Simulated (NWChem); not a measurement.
Species: C₃H₆OSi; SMILES [SiH3]C1=COC1

```xyz
11

Si    -0.0083    -1.8427     0.0000
C     -0.0051    -0.0001     0.0000
C     -0.9383     0.9767     0.0000
O     -0.1380     2.0946     0.0000
C      0.9990     1.1487     0.0000
H      0.6792    -2.4018    -1.1978
H      0.6792    -2.4018     1.1978
H     -1.4215    -2.3079     0.0000
H     -2.0200     1.0751     0.0000
H      1.6018     1.2902    -0.9014
H      1.6018     1.2902     0.9014
```
Atoms are numbered in this order, from 1.

Structure relaxed at the B3LYP/6-31G* (spherical d) level. B3LYP is NWChem's, with the RPA form of VWN correlation.

Question: Give the principal values of the shielding tensors (ppm) of Si1, C2, C3, O4, C5 from B3LYP/6-311G** (spherical d), GIAO (NWChem), with their diamagnetic and paramagnetic parts as GIAO splits them.

Answer: 
```csv
atom,σ11,σ22,σ33,isotropic,diamagnetic,paramagnetic
Si1,417.3,419.7,463.2,433.4,880.1,-446.7
C2,-13.3,77.7,154.0,72.8,254.3,-181.5
C3,-87.1,23.2,83.0,6.3,254.7,-248.4
O4,-8.0,91.8,264.0,115.9,384.5,-268.6
C5,66.8,79.6,141.6,96.0,247.4,-151.4
```
